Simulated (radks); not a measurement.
Values are calculated unless marked as measured or tabulated.
Question: Radial electron density D(r) = 4 pi r^2 rho(r) of an atom or ion with 66.75 electrons. Code: a radial shooting solver on a logarithmic mesh with Libxc functionals. Model: scalar-relativistic Kohn-Sham, PBEsol, spin-polarised, spherical densities, finite nucleus; Fermi nuclear charge, rms radius of each element as measured or else 0.836 A^(1/3) + 0.57 fm.

| r (bohr) | D(r) (e/bohr) | spin D(r) |
|---|---|---|
| 0.000998 | 5.297 | -4.40e-07 |
| 0.001162 | 6.746 | -4.19e-07 |
| 0.001353 | 8.558 | -2.94e-07 |
| 0.001575 | 10.81 | 0 |
| 0.001833 | 13.59 | 7.25e-07 |
| 0.002134 | 16.98 | 0.00000207 |
| 0.002484 | 21.07 | 0.00000454 |
| 0.002892 | 25.94 | 0.00000895 |
| 0.003367 | 31.65 | 0.0000166 |
| 0.00392 | 38.21 | 0.0000297 |
| 0.004563 | 45.56 | 0.0000519 |
| 0.005312 | 53.56 | 0.0000886 |
| 0.006184 | 61.94 | 0.000149 |
| 0.007199 | 70.28 | 0.000246 |
| 0.008314 | 77.66 | 0.000392 |
| 0.009679 | 84.27 | 0.000629 |
| 0.01127 | 89.04 | 0.000993 |
| 0.01312 | 91.43 | 0.00154 |
| 0.01527 | 91.22 | 0.00233 |
| 0.01778 | 88.75 | 0.00343 |
| 0.0207 | 85.07 | 0.00490 |
| 0.02409 | 81.88 | 0.00672 |
| 0.02805 | 81.21 | 0.00880 |
| 0.03266 | 84.79 | 0.0109 |
| 0.03802 | 93.08 | 0.0124 |
| 0.04426 | 104.6 | 0.0128 |
| 0.05152 | 115.7 | 0.0115 |
| 0.05998 | 122.0 | 0.00822 |
| 0.06983 | 120.4 | 0.00377 |
| 0.08129 | 111.3 | 0.000120 |
| 0.09463 | 99.72 | -0.0000205 |
| 0.1102 | 92.94 | 0.00525 |
| 0.1283 | 95.31 | 0.0147 |
| 0.1493 | 104.0 | 0.0230 |
| 0.1738 | 109.6 | 0.0229 |
| 0.2024 | 103.0 | 0.0118 |
| 0.2356 | 84.15 | -0.00295 |
| 0.2742 | 62.79 | -0.00676 |
| 0.3193 | 50.98 | 0.00867 |
| 0.3717 | 52.08 | 0.0328 |
| 0.4327 | 58.39 | 0.0416 |
| 0.5037 | 59.44 | 0.0223 |
| 0.5864 | 51.46 | -0.00691 |
| 0.6827 | 38.57 | -0.00807 |
| 0.7947 | 26.81 | 0.0419 |
| 0.9252 | 19.03 | 0.128 |
| 1.068 | 14.62 | 0.205 |
| 1.244 | 11.24 | 0.241 |
| 1.448 | 8.102 | 0.220 |
| 1.686 | 5.253 | 0.161 |
| 1.963 | 3.134 | 0.0954 |
| 2.285 | 1.898 | 0.0462 |
| 2.66 | 1.306 | 0.0180 |
| 3.096 | 0.9897 | 0.00500 |
| 3.605 | 0.7122 | 0.000163 |
| 4.196 | 0.4316 | -0.00102 |
| 4.885 | 0.2075 | -0.000855 |
| 5.687 | 0.07731 | -0.000442 |
| 6.621 | 0.02166 | -0.000161 |
| 7.708 | 0.004353 | -0.0000406 |
| 8.973 | 0.0005983 | -0.00000679 |

What is the nuclear charge?

Answer: Z = 68. The innermost maximum, from 1s, lies near gamma/Z bohr with gamma = sqrt(1 - (Z/c)^2) = 0.868, here 0.0128 bohr (found: 0.0140), and its height grows with Z. The density is that of the erbium ion Er1.25+ in [Kr] 4d10 4f(up 6, down 6) 5s2 6s2 5p(up 2.5, down 2.25); the configuration itself is not fixed sharply by these data, and Z only to a few units. D(r) has 4 maxima, at r = 0.0140, 0.0629, 0.175, 0.476 bohr, and minima at 0.0267, 0.115, 0.338 bohr, inside which lie 1.92, 11.15, 29.59 electrons.
